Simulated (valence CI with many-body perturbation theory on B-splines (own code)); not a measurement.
## Zr VIII in three bases

Computed by valence CI with perturbative core correlation (CI+MBPT): five valence electrons over a frozen Dirac-Fock core [Ar] 3d10, radial functions for each j: 9 s, 9 p, 8 d, 6 f, 3 g, 1 h, with the one-electron correlation potential Σ1, the two-electron term Σ2, the three-electron term Σ3, Breit, model QED; selected CI, second order for the rest, scaled by the run's own slope (own B-spline code, finite nucleus).

No measured levels were compared; by estimate levels hold to about 250 cm⁻¹ or 0.2 % of their energy and the worst to 1 %, as in measured heavy ions of charge 2 to 7; those with d or f electrons hold less well. Among the levels kept, up to 1700 cm⁻¹ of a level comes from second order outside the variational space, and about a tenth of that is noise between levels of different J, which matters for small intervals.

The reference run has the lowest level 4s2 4p3 4S°_3/2 and an ionisation energy of 133.495 eV. Its largest variational space holds 19997 state functions.

Names give the largest LS component (configuration and term), which can be under half, so a name can repeat, a term be missing and a line seem to break the LS rules; names also repeat where a configuration has a term twice.

Changed runs:
A. basis 6 s, 6 p, 5 d, 3 f, 1 g
B. basis 5 s, 5 p, 4 d, 2 f

Excitation energies of the reference run in cm⁻¹, and shifts in cm⁻¹:

```tsv
Level	Reference	A	B
4s2 4p3 2D°_3/2	23305	+159	+598
4s2 4p3 2D°_5/2	29069	+163	+607
4s2 4p3 2P°_1/2	46595	+206	+783
4s2 4p3 2P°_3/2	55784	+185	+711
4s 4p4 4P_5/2	188148	-14	+80
4s 4p4 4P_3/2	198271	-16	+65
4s 4p4 4P_1/2	201921	-6.3	+91
4s 4p4 2D_3/2	231484	+122	+522
4s 4p4 2D_5/2	234446	+118	+518
4s 4p4 2S_1/2	265022	+215	+826
4s 4p4 2P_3/2	266526	+117	+475
4s 4p4 2P_1/2	282925	+164	+654
Ionisation energy (eV)	133.495	-0.022	-0.070
```
